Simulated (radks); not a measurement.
Problem. Species: W XIV. Configuration: [Kr] 4d10 4f(5/2: 6, 7/2: 7) 5s2. Calculated with a radial shooting solver on a logarithmic mesh with Libxc functionals: Dirac Kohn-Sham, relativistic LDA (MacDonald-Vosko exchange, VWN5 correlation), spin-unpolarised, spherical densities, finite nucleus; Fermi nuclear charge, rms radius 5.3658 fm.

Spin-orbit splittings of the eigenvalues, e(l+1/2) - e(l-1/2), with zeta = 2 splitting/(2l+1) and mean radii in bohr:

| shell | occ. | splitting (eV) | zeta (eV) | <r> j=l-1/2 | <r> j=l+1/2 |
|---|---|---|---|---|---|
| 2p | 6 | 1336 | 890.6 | 0.06387 | 0.07178 |
| 3p | 6 | 289.3 | 192.9 | 0.1910 | 0.2057 |
| 3d | 10 | ? | ? | 0.1798 | 0.1843 |
| 4p | 6 | 67.91 | 45.28 | 0.4537 | 0.4861 |
| 4d | 10 | 12.73 | 5.092 | 0.4995 | 0.5102 |
| 4f | 13 | 2.500 | 0.7144 | 0.5533 | 0.5594 |

Estimate the 3d splitting.

Solution. 63.34 eV (zeta = 25.33 eV).
